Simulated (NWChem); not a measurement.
System: CH6AlOSi, doublet; SMILES [CH3][Al][O][SiH3]

NWChem printed, in part:

```
             Northwest Computational Chemistry Package (NWChem) 7.3.0
             --------------------------------------------------------

                             Geometry "geometry" -> ""
                             -------------------------

 Output coordinates in angstroms (scale by  1.889725989 to convert to a.u.)

  No.       Tag          Charge          X              Y              Z
 ---- ---------------- ---------- -------------- -------------- --------------
    1 Al                  13.0000    -0.63797600     1.18705300     0.22701200
    2 C                    6.0000     0.56672000     2.75348800    -0.02199600
    3 H                    1.0000     0.04424100     3.70516200     0.11434100
    4 H                    1.0000     0.99514200     2.72751700    -1.03224500
    5 H                    1.0000     1.39280000     2.69728900     0.69853500
    6 O                    8.0000     0.07657800    -0.36992100     0.05076300
    7 Si                  14.0000     0.21039400    -2.00874200     0.00297700
    8 H                    1.0000     0.64979900    -2.45472200    -1.34807600
    9 H                    1.0000    -1.08700400    -2.67668200     0.30858700
   10 H                    1.0000     1.21384000    -2.47665600     0.99866000

 Effective nuclear repulsion energy (a.u.)     188.6315633952

                              NWChem Property Module
                              ----------------------

  itol2e modified to match energy
  convergence criterion.

                                 NWChem DFT Module
                                 -----------------

 Summary of "ao basis" -> "ao basis" (spherical)
 ------------------------------------------------------------------------------
       Tag                 Description            Shells   Functions and Types
 ---------------- ------------------------------  ------  ---------------------
 Al                         iglo-iii                18       44   8s7p3d
 C                          iglo-iii                15       35   7s6p2d
 H                          iglo-iii                 6       10   4s2p
 O                          iglo-iii                15       35   7s6p2d
 Si                         iglo-iii                18       44   8s7p3d

  itol2e modified to match energy
  convergence criterion.

            General Information
            -------------------
          SCF calculation type: DFT
          Wavefunction type:  spin polarized.
          No. of atoms     :    10
          No. of electrons :    47
           Alpha electrons :    24
            Beta electrons :    23
          Charge           :     0
          Spin multiplicity:     2
          Use of symmetry is: off; symmetry adaption is: off
          Maximum number of iterations: 150
          AO basis - number of functions:   218
                     number of shells:   102
          Convergence on energy requested:  1.00D-07
          Convergence on density requested:  1.00D-05
          Convergence on gradient requested:  5.00D-04

              XC Information
              --------------
                        BHLYP Method XC Functional
                     Hartree-Fock (Exact) Exchange  0.500
                        Slater Exchange Functional  0.500 local
                    Becke 1988 Exchange Functional  0.500 non-local
              Lee-Yang-Parr Correlation Functional  1.000

[...]

          ----------------------
          Hyperfine Interactions
          ----------------------

 Total Spin Density (Fermi Contact Term)
 ------------------ --------------------
     Atom            x         y         z       Density (a.u.)      Aiso(MHz)     Aiso(Gauss)
     1  27-Al    -1.20560   2.24320   0.42899       0.803768        936.894164     334.306571
     2  13-C      1.07095   5.20334  -0.04157       0.133913        150.543853      53.717700
     3   1-H      0.08360   7.00174   0.21607      -0.002719        -12.152337      -4.336249
     4   1-H      1.88055   5.15426  -1.95066       0.000436          1.947923       0.695066
     5   1-H      2.63201   5.09714   1.32004       0.000512          2.288470       0.816582
     6  17-O      0.14471  -0.69905   0.09593       0.081805        -49.589920     -17.694887
     7  29-Si     0.39759  -3.79597   0.00563      -0.001707          1.516921       0.541274
     8   1-H      1.22794  -4.63875  -2.54749       0.000256          1.145886       0.408880
     9   1-H     -2.05414  -5.05820   0.58314      -0.000218         -0.976132      -0.348308
    10   1-H      2.29382  -4.68020   1.88719       0.000281          1.255726       0.448073

           -------------------------------------------
           Anisotropic Interaction (Spin-Dipolar Term)
           -------------------------------------------

 ------------------------------------------------------------
     Atom            x         y         z
 ------------------------------------------------------------
     1  27-Al    -1.20560   2.24320   0.42899

   Spin-Dipolar term (a.u.)
        xx             yy             zz             xy             xz             yz
 ------------------------------------------------------------------------------------------
       0.643276      -0.368819      -0.274457       0.026366      -0.213416      -0.006397

   Principal Comp. of -hf- tensor (au)            Anisotropic -hfcc- (MHz)               Anisotropic -hfcc- (Gauss)
 --------------------------------------------------------------------------------------------------------------------------
      0.691172    -0.369519    -0.321652      96.167224   -51.413646   -44.753577      34.314799   -18.345636   -15.969162

   Orientation of the principal axis of Hyperfine Tensor w.r.t absolute (molecular) frame
 --------------------------------------------------------------------------------------------------------------------------
      0.976081    -0.022487     0.216240
      0.025582     0.999606    -0.011524
     -0.215896     0.016780     0.976272

 ------------------------------------------------------------
     Atom            x         y         z
 ------------------------------------------------------------
     2  13-C      1.07095   5.20334  -0.04157

   Spin-Dipolar term (a.u.)
        xx             yy             zz             xy             xz             yz
 ------------------------------------------------------------------------------------------
       0.048322       0.060027      -0.108349       0.162463      -0.034602      -0.034000

   Principal Comp. of -hf- tensor (au)            Anisotropic -hfcc- (MHz)               Anisotropic -hfcc- (Gauss)
 --------------------------------------------------------------------------------------------------------------------------
     -0.108167     0.223823    -0.115657     -14.514918    30.034922   -15.520004      -5.179275    10.717189    -5.537914

   Orientation of the principal axis of Hyperfine Tensor w.r.t absolute (molecular) frame
 --------------------------------------------------------------------------------------------------------------------------
      0.690834     0.687387     0.224159
     -0.702153     0.711780    -0.018723
     -0.172422    -0.144460     0.974373

 ------------------------------------------------------------
     Atom            x         y         z
 ------------------------------------------------------------
     3   1-H      0.08360   7.00174   0.21607

   Spin-Dipolar term (a.u.)
        xx             yy             zz             xy             xz             yz
 ------------------------------------------------------------------------------------------
      -0.005728       0.020784      -0.015057      -0.000858      -0.002252       0.000847

   Principal Comp. of -hf- tensor (au)            Anisotropic -hfcc- (MHz)               Anisotropic -hfcc- (Gauss)
 --------------------------------------------------------------------------------------------------------------------------
     -0.005253     0.020836    -0.015583      -2.802666    11.116997    -8.314331      -1.000059     3.966814    -2.966755

   Orientation of the principal axis of Hyperfine Tensor w.r.t absolute (molecular) frame
 --------------------------------------------------------------------------------------------------------------------------
      0.974600    -0.034436     0.221290
      0.039270     0.999076    -0.017480
     -0.220484     0.025726     0.975051

 ------------------------------------------------------------
     Atom            x         y         z
 ------------------------------------------------------------
     4   1-H      1.88055   5.15426  -1.95066

   Spin-Dipolar term (a.u.)
        xx             yy             zz             xy             xz             yz
 ------------------------------------------------------------------------------------------
      -0.002200      -0.007257       0.009457       0.007874      -0.011415      -0.001689

   Principal Comp. of -hf- tensor (au)            Anisotropic -hfcc- (MHz)               Anisotropic -hfcc- (Gauss)
 --------------------------------------------------------------------------------------------------------------------------
     -0.003172    -0.014572     0.017744      -1.692403    -7.774893     9.467296      -0.603890    -2.774270     3.378161

[...]
```

Level: BHandHLYP/IGLO-III, spin-unrestricted, contact and dipolar terms. All runs use the structure optimised with B3LYP/6-31G* (spherical d), spin-unrestricted. The spin multiplicity was typed, not searched, and may not be the lowest. No stability test was run on the SCF state.

**Question.** Write an input that gives this output.

**Answer.** One answer among several that fit: the input that was run:
```
start job
memory heap 200 mb stack 900 mb global 1100 mb
geometry units angstroms noautosym nocenter noautoz
  Al    -0.637976     1.187053     0.227012
  C      0.566720     2.753488    -0.021996
  H      0.044241     3.705162     0.114341
  H      0.995142     2.727517    -1.032245
  H      1.392800     2.697289     0.698535
  O      0.076578    -0.369921     0.050763
  Si     0.210394    -2.008742     0.002977
  H      0.649799    -2.454722    -1.348076
  H     -1.087004    -2.676682     0.308587
  H      1.213840    -2.476656     0.998660
end
basis spherical
  * library iglo-iii
end
dft
  odft
  mult 2
  xc bhlyp
  iterations 150
  semidirect filesize 400000000
end
property
  hyperfine
end
task dft property
```
